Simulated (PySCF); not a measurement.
C2H8Ge2, SMILES [CH](=[CH]\[GeH3])/[GeH3]. Coordinates come from a PBE-D3(BJ)/def2-SVP optimisation.

All values below come from PBE-D3(BJ)/def2-SVP (PySCF).

Harmonic wavenumbers (cm⁻¹): 89, 118, 135, 143, 181, 467, 472, 561, 574, 625, 731, 743, 791, 810, 846, 851, 860, 861, 995, 1132, 1245, 1588, 2068, 2073, 2075, 2076, 2089, 2091, 3050, 3055. Rotational constants (GHz): 22.62, 0.5627, 0.5567; symmetry number 2.

**Question.** Work out the zero-point energy and the ideal-gas rigid-rotor harmonic-oscillator thermochemistry at 298.15 K and 1 atm.

**Answer.** ZPE = ½ Σ hcν = ½ × 33397 cm⁻¹ = 47.74 kcal/mol. H − E(el) = 53.29 kcal/mol. Entropy in cal/(mol K): translation 41.43, rotation 26.83, vibration 19.48, total 87.74. G − E(el) = 27.13 kcal/mol. Cp = 29.35 cal/(mol K). Modes under 150 cm⁻¹ make the vibrational entropy uncertain.
